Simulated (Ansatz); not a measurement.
Isolated molecules relaxed with PBE0-D4/def2-TZVP in Ansatz; ΔE leaves out vibrations. CBS: MP2 limit from def2 TZ/QZ plus the TZ coupled-cluster correction, frozen cores. Functionals use def2-TZVPP. For Br outer-core shells are correlated without core-valence functions, which leaves a few kJ/mol of doubt a bond. Scalar relativity is left out up to krypton. Each species was taken in one conformer, which may not be the lowest.

`[SiH3]C(Cl)Br` → `ClC[SiH2]Br`  (isomerisation)

```csv
species,PBE0 energy (Eh)
`[SiH3]C(Cl)Br`,-3363.76580
`ClC[SiH2]Br`,-3363.82670
```

Task: Work out ΔE.

Result: ΔE = (-3363.82670) − (-3363.76580) = -0.06090 Eh = -159.9 kJ/mol. CCSD(T)/CBS gives -157.6 kJ/mol.

Largest T1 diagnostic among the species: 0.009.

From PBE to PBE0 (25 % exact exchange), in def2-TZVPP and without D4, ΔE moves by −9.1 kJ/mol. In def2-TZVPP, CCSD(T) changes the Hartree–Fock value by +19.8 kJ/mol (the triples alone add +4.0 kJ/mol) and MP2 by +17.2 kJ/mol.
